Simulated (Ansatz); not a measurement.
The cluster MoPt3. The state is a singlet with charge 0. Geometry PBE-D4/def2-SVP, basis def2-TZVP, Ansatz.

Cartesian coordinates in Å:
```
Mo -0.204 0.308 0.156
Pt -1.366 -0.229 -1.680
Pt 1.825 1.162 -0.247
Pt -0.255 -1.241 1.771
```

```csv
run,HOMO (eV),LUMO (eV)
A,-6.31,-4.27
B,-5.79,-4.99
C,-5.94,-4.65
D,-5.65,-5.08
E,-6.46,-4.20
F,-8.05,-2.08
```

In the def2 sets Mo, Pt take a core potential; there is no spin–orbit coupling. HSE06 is defined as in plane-wave codes, on full-range PBE exchange. The order of the spin states hangs on the level: the triplet lies 0.16 eV below the singlet at PBE0-D4/def2-TZVP, but 0.11 eV above it at r2SCAN-D4/def2-TZVP. The structure comes from a short search, and lower isomers may exist.

The runs used HSE06, PBE, PBE0, r2SCAN, r2SCAN0, ωB97M-V. Estimate which is which.

A PBE0 (25 % exact exchange); B r2SCAN (0 % exact exchange); C HSE06 (range-separated); D PBE (0 % exact exchange); E r2SCAN0 (25 % exact exchange); F ωB97M-V (range-separated). Exact exchange lowers occupied and raises empty levels; among semilocal functionals meta-GGAs tend to open the gap a little, and such runs are hard to tell apart. The gap grows from 0.57 eV (PBE) to 5.97 eV (ωB97M-V).
